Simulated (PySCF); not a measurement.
Gas-phase reaction: borazine + 3 H = 3 BH₂ + 3 NH, at 2000 K and a standard pressure of 1 bar. Level: PBE/def2-SVP.

Energies from PySCF, thermal terms from the rigid-rotor harmonic-oscillator model, ideal gas at 1 bar. S°(298 K) at PBE0/def2-TZVP differs from the NASA 1993 table for BH₂ (+14 J/mol/K); whether the harmonic model or the table's entry is off was not settled. Open shells (unrestricted): H (multiplicity 2), BH₂ (multiplicity 2), NH (multiplicity 3); the rest are closed-shell singlets. The harmonic model lacks anharmonicity and excited electronic states, which grow with temperature; levels with a mode under 35 cm⁻¹ are left out.

```
species       E (Ha)  H(2000 K) − E (kJ/mol)  S°(2000 K) (J/mol/K)
--------  ----------  ----------------------  --------------------
borazine  -242.15986                   619.1                 648.5
H           -0.49863                    41.6                 154.3
BH₂        -25.85250                   126.2                 277.6
NH         -55.10227                    81.4                 239.9
```
E: electronic energy; H − E holds the zero-point and thermal terms. 1 Ha = 2625.5 kJ/mol.

Work out ΔH°, ΔS°, ΔG° and log10 K from these numbers.

1. ΔE = 3×(-25.85250) + 3×(-55.10227) − 1×(-242.15986) − 3×(-0.49863) = 0.79144 Ha = 2077.9 kJ.
2. Δ(H − E) = 3×(126.2) + 3×(81.4) − 1×(619.1) − 3×(41.6) = -121.1 kJ, so ΔH° = 1956.8 kJ.
3. ΔS° = 3×(277.6) + 3×(239.9) − 1×(648.5) − 3×(154.3) = 441.1 J/K; the number of gas molecules changes by +2.
4. ΔG° = ΔH° − TΔS° = 1956.8 − 2000×(441.1)/1000 = 1074.6 kJ.
5. log10 K = −ΔG°/(RT ln 10) = -28.06, with RT ln 10 = 38.29 kJ/mol; at standard pressures the reactants are favoured.
6. A shift of 10 kJ in ΔE would move log10 K by 0.26 here.
For scale, ΔH°(298 K) is 2027 kJ at this level, 1918 kJ at ωB97M-V/def2-TZVP†, and runs from 1307 to 2342 kJ over the 18 levels computed († marks an energy on the PBE0/def2-TZVP geometry).
